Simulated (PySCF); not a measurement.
These 4 structures share the formula C4H6O2S. Method: PBE0-D3(BJ)/def2-SVP geometry optimisation, gas phase (PySCF). Energies are electronic, without zero-point or thermal terms, for one conformer each. No frequencies were run at this level. Point groups hold within 0.08 Å.

Task: Order them by energy at this level, lowest first, and give relative energies in kJ/mol.
A. `[O:1]=[S:2]1(=[O:3])[CH:4]=[CH:5][CH2:6][CH2:7]1` with O1–S2–C4–C5 -99°, C4–C5–C6–C7 -15°, C5–C6–C7–S2 22°, O1–S2–C7–C6 91°
B. `[CH3:1][S:2](=[O:3])(=[O:4])[C:5]1=[CH:6][CH2:7]1` with C1–S2–C5–C6 -144°
C. `[O:1]=[S:2]1(=[O:3])[CH2:4][CH:5]=[CH:6][CH2:7]1` with O1–S2–C4–C5 -91°, S2–C4–C5–C6 -15°, C5–C6–C7–S2 15°, O1–S2–C7–C6 91°
D. `[CH2:1]=[CH:2][S:3](=[O:4])(=[O:5])[CH:6]=[CH2:7]` with C1–C2–S3–O4 135°, C2–S3–C6–C7 -112°

Result: C (0.0), A (7.3), D (121.9), B (226.6).

As drawn, the highest has a three-membered ring, which the lowest lacks. Neighbours under 10 kJ/mol apart (O=S1(=O)CC=CC1 and O=S1(=O)C=CCC1) can change places with a better method, another conformer or zero-point energy.

```json
{"SMILES": "O=S1(=O)CC=CC1", "E (Eh)": "-703.76327", "E rel (kJ/mol)": "0.0", "dipole (D)": "4.64", "point group": "Cs", "A, B, C (MHz)": "3986, 2130, 1984"}
{"SMILES": "O=S1(=O)C=CCC1", "E (Eh)": "-703.76051", "E rel (kJ/mol)": "7.3", "dipole (D)": "5.29", "point group": "C1", "A, B, C (MHz)": "4023, 2099, 1964"}
{"SMILES": "C=CS(=O)(=O)C=C", "E (Eh)": "-703.71685", "E rel (kJ/mol)": "121.9", "dipole (D)": "4.39", "point group": "C2", "A, B, C (MHz)": "3729, 1789, 1675"}
{"SMILES": "CS(=O)(=O)C1=CC1", "E (Eh)": "-703.67698", "E rel (kJ/mol)": "226.6", "dipole (D)": "4.07", "point group": "C1", "A, B, C (MHz)": "3828, 1750, 1645"}
```

Task: How do the relative energies change in single points at PBE0/pcSseg-1 (no added dispersion term) on the same geometries?

Result: 
```csv
SMILES,PBE0-D3(BJ)/def2-SVP (kJ/mol),PBE0/pcSseg-1 (kJ/mol),shift
O=S1(=O)CC=CC1,0.0,0.0,0.0
O=S1(=O)C=CCC1,7.3,6.2,-1.1
C=CS(=O)(=O)C=C,121.9,110.7,-11.2
CS(=O)(=O)C1=CC1,226.6,220.6,-6.0
```

Each column counts from its own lowest isomer. The order is unchanged; the largest shift is 11.2 kJ/mol.

Task: As an exercise, what shares would exp(−E/RT) give at 500 K from these electronic energies alone (no entropy, no degeneracies)?

Result: RT = 4.157 kJ/mol: O=S1(=O)CC=CC1 85.2 %, O=S1(=O)C=CCC1 14.8 %, C=CS(=O)(=O)C=C under 0.1 %, CS(=O)(=O)C1=CC1 under 0.1 %.
